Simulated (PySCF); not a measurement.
A spin–spin coupling run with PySCF 2.14 (density fitting, non-relativistic, gas phase) on `InChI=1S/C2H8BFS/c1-5(3)2-4/h2H2,1,3H3/t5-/m1/s1`:

```
$ OMP_NUM_THREADS=1 python probes_run.py task.json out

{"job": {"kind": "j", "xc": "B3LYP", "basis": "6-31G*"}, "charge": 0, "multiplicity": 1}
B      1.552771    -0.623938     0.535445
S      0.302102     0.043621    -0.799404
C     -0.306418     1.596636    -0.124719
C     -1.140405    -1.005217    -0.467582
F     -2.210902    -0.604577    -1.193409
H      0.939382    -0.602899     1.592880
H      1.828657    -1.734875     0.112186
H      2.471782     0.172903     0.454347
H     -1.206184     1.899259    -0.675660
H     -0.510921     1.476835     0.948578
H      0.489628     2.338569    -0.268110
H     -1.362454    -0.949903     0.610425
H     -0.835513    -2.027022    -0.741928
```

Hardware: 1 thread of an Arm Neoverse V2, shared host. The job also computes field gradients.

(1) How large is the calculation?

(2) How long does it take, and how much memory does it need?

## Answers

(1) 50 electrons, 90 basis functions and 602 auxiliary functions.

(2) 9.5 s of wall time, with 12 SCF cycles; peak memory 0.53 GiB. Times on a shared host scatter by some tens of per cent.
